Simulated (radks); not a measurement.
Q: Numerical settings for neutral manganese, [Ar] 3d5 4s2. Method: scalar-relativistic Kohn-Sham, LDA (Slater exchange, Perdew-Wang correlation), spin-polarised, spherical densities, finite nucleus; open shells are filled with parallel spins first; Fermi nuclear charge, rms radius 3.7057 fm; computed with a radial shooting solver on a logarithmic mesh with Libxc functionals. The defaults (mesh step 0.008 in ln r, mesh end at 40 bohr or more with all orbitals vanishing there, Anderson mixing 0.5 over 9 steps, residual threshold near 1e-9 with the energy settled to 1e-9 hartree or 1e-11 of itself, here a cap of 61 iterations) give E = -1156.3311 hartree and 4s at -4.649 eV in 14 iterations. Run on one thread of a shared host, so times are rough (Arm Neoverse N1): 0.18 s of CPU time, 0.18 s wall, 14 iterations on 2381 mesh points. One setting is changed at a time: mesh step in ln r 0.012; mesh step in ln r 0.08; mesh step in ln r 0.003; mesh end (bohr) 8; mesh end (bohr) 400; residual threshold 0.01; residual threshold 0.001; mixing 0.2; linear mixing, mixing 0.5; linear mixing, mixing 0.05; mixing history 2; iteration cap 5. Which runs fail to converge, and which converge to a wrong energy?

A: Not converged within the cap: linear mixing, mixing 0.05; iteration cap 5. Settings that end as converged yet miss the energy by more than 1 mhartree: mesh end (bohr) 8 (+0.00384 hartree).
